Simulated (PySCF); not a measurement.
**Atomic charges against the basis set**

C2H7FSi2.
Z-matrix (Å and degrees, PBE0-D3(BJ)/def2-SVP geometry), rows numbered from 1:
```
C 
C   1  1.3385
Si  2  1.8616  1  123.54
F   3  1.6364  2  109.08  1   122.01
Si  3  2.3469  2  111.75  1     2.31
H   1  1.0956  2  122.14  3   178.42
H   1  1.0968  2  122.26  3    -1.55
H   2  1.0988  1  118.13  3  -178.81
H   3  1.4946  2  110.21  1  -122.01
H   5  1.4954  3  110.88  2    52.37
H   5  1.4968  3  109.77  2   -67.56
H   5  1.4942  3  109.79  2   172.86
```

PBE0 throughout (PySCF), one geometry, spherical d and f functions. Geometry: PBE0-D3(BJ)/def2-SVP, one conformer, isolated molecule. The first 7 of 10 kinds of atom are listed.

Mulliken charges (e):

```tsv
basis	functions	C1	C2	Si3	F4	Si5	H6	H7
STO-3G	40	-0.168	-0.261	+0.590	-0.244	+0.328	+0.079	+0.071
6-31G	67	-0.311	-0.459	+0.893	-0.461	+0.151	+0.178	+0.183
pcSseg-0	67	-0.364	-0.786	+1.039	-0.490	-0.074	+0.240	+0.245
6-31G*	92	-0.365	-0.336	+0.738	-0.406	+0.019	+0.186	+0.195
cc-pVDZ	113	-0.033	-0.238	+0.590	-0.327	-0.021	+0.058	+0.069
def2-SVP	113	-0.067	-0.300	+0.662	-0.356	+0.052	+0.069	+0.077
aug-cc-pVDZ	186	+0.779	+0.344	+0.793	-0.641	-1.288	-0.378	-0.368
6-311+G(2d,p)	193	-0.321	-0.221	+0.745	-0.460	+0.051	+0.132	+0.132
def2-TZVP	209	-0.230	-0.273	+0.533	-0.336	-0.049	+0.136	+0.140
cc-pVTZ	256	-0.221	-0.236	+0.529	-0.305	-0.038	+0.131	+0.127
IGLO-III	263	-0.185	-0.313	+0.834	-0.504	+0.505	+0.121	+0.089
```

IAO charges (e):

```csv
basis,functions,C1,C2,Si3,F4,Si5,H6,H7
STO-3G,40,-0.249,-0.398,+0.748,-0.359,+0.355,+0.132,+0.119
6-31G,67,-0.258,-0.419,+0.839,-0.509,+0.112,+0.161,+0.146
pcSseg-0,67,-0.242,-0.430,+0.840,-0.488,+0.052,+0.156,+0.140
6-31G*,92,-0.246,-0.441,+0.943,-0.529,+0.211,+0.152,+0.140
cc-pVDZ,113,-0.251,-0.436,+0.930,-0.527,+0.212,+0.154,+0.141
def2-SVP,113,-0.242,-0.436,+0.937,-0.526,+0.222,+0.150,+0.137
aug-cc-pVDZ,186,-0.261,-0.440,+0.938,-0.541,+0.215,+0.158,+0.146
"6-311+G(2d,p)",193,-0.260,-0.449,+0.958,-0.545,+0.237,+0.158,+0.146
def2-TZVP,209,-0.259,-0.452,+0.970,-0.546,+0.240,+0.157,+0.146
cc-pVTZ,256,-0.260,-0.448,+0.961,-0.542,+0.228,+0.158,+0.146
IGLO-III,263,-0.261,-0.451,+0.965,-0.546,+0.240,+0.158,+0.147
```

**Question.** Which scheme is steadiest as the basis changes?

**Answer.** Largest range over the bases for any column: IAO 0.30 e, Mulliken 1.79 e. IAO charges move least and Mulliken charges most, counted in e. Without the minimal STO-3G basis the ranges are IAO 0.19, Mulliken 1.79 e.

**Question.** How much do the charges still move between the two largest bases, cc-pVTZ and IGLO-III?

**Answer.** At most, over all atoms: Mulliken 0.544 e, IAO 0.012 e.

**Question.** What do the same runs give for the total energy, the frontier levels and the dipole moment?

**Answer.** 
```tsv
basis	energy (Eh)	HOMO (eV)	LUMO (eV)	μ (D)
STO-3G	-749.7276	-4.67	3.20	0.65
6-31G	-758.6903	-8.16	-0.77	2.56
pcSseg-0	-757.7292	-8.41	-1.01	2.27
6-31G*	-758.7936	-7.98	-0.73	1.93
cc-pVDZ	-758.8344	-8.05	-0.87	1.92
def2-SVP	-758.5153	-8.12	-0.94	1.91
aug-cc-pVDZ	-758.8540	-8.13	-1.12	1.96
6-311+G(2d,p)	-758.9136	-8.17	-1.16	2.00
def2-TZVP	-758.9338	-8.13	-1.10	1.91
cc-pVTZ	-758.9287	-8.11	-1.04	1.87
IGLO-III	-758.9375	-8.15	-1.11	1.91
```

The dipole is fixed by the density alone, so its range of 1.91 D shows that the density itself changes with the basis, not only its division among atoms.
